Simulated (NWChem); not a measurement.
Molecule: ZnHBr; SMILES [ZnH][Br]

```xyz
3

Zn     0.0000     0.0000    -1.1433
H      0.0000     0.0000    -2.6735
Br     0.0000     0.0000     1.1010
```
Atoms are numbered in this order, from 1.

The geometry was optimised at PBE0/def2-SVP.

Q: List the 4 lowest vertical singlet excitations from CAM-B3LYP/def2-SVPD, TDA (NWChem).

A: 
| state | energy (eV) | oscillator strength | leading excitation (squared amplitude) |
|---|---|---|---|
| S1 | 6.43 | 0.043 | HOMO → LUMO+2 (0.97) |
| S2 | 6.43 | 0.043 | HOMO−1 → LUMO+2 (0.97) |
| S3 | 6.54 | 0.000 | HOMO−1 → LUMO+1 (0.49) |
| S4 | 6.59 | 0.000 | HOMO−1 → LUMO (0.49) |
